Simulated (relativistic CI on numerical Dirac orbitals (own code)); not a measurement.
**Hyperfine structure of Cd³⁹⁺, mass number 113**

Calculated at this level of theory: Dirac-Coulomb-Breit CI, orbitals from a KLI potential per configuration, model QED, unscaled Slater integrals (own radial code, finite nucleus).

CI space (outside the closed core 1s2): 2s²2p⁵, 2s2p⁶, 2p⁶3s, 2p⁶3p, 2p⁶3d, 2s²2p⁴3s, 2s²2p⁴3p, 2s²2p⁴3d, 2s2p⁵3s, 2s2p⁵3p, 2s2p⁵3d, 2s²2p⁴4s, 2s²2p⁴4p, 2s²2p⁴4d, 2s²2p⁴4f, 2s2p⁵4s. Levels of other configurations are missing.

Nuclear spin I = 1/2, μ = -0.6213 μN (tables of Stone and Pyykkö). The electronic factors are computed for point nuclear moments, without core polarisation or the Bohr-Weisskopf and QED corrections.

```
          Level  E (10³ cm⁻¹)  A (GHz)
  2s²2p⁵ ²P°3/2           0.0   -248.9
  2s²2p⁵ ²P°1/2        1602.5    -1524
    2s2p⁶ ²S1/2        3715.8    -4863
 2s²2p⁴3s ⁴P5/2       26845.7   -457.9
 2s²2p⁴3s ²P3/2       26899.5   -31.95
 2s²2p⁴3s ²S1/2       27121.0    -1305
2s²2p⁴3p ²P°1/2       27682.9   -410.4
2s²2p⁴3p ⁴D°7/2       27867.7   -168.1
```

Levels with J = 0, under 50 % of one LS term, or S terms without an open s electron are left out. Small factors come from cancelling terms and can be off by tens of per cent or more.

At this charge energies of transitions that change n are usually good to better than 1 %, and those within a shell (Δn = 0) to a few per cent.

(1) Give the hyperfine levels of 2s²2p⁵ ²P°1/2 relative to its centre of gravity.

Answers

(1) With K = F(F + 1) − I(I + 1) − J(J + 1), E = AK/2: F = 0: 1143, F = 1: -380.9 GHz.

LS names give the leading component of a level, which can be under half, so a name can repeat, a term be missing and a line seem to break the LS rules.
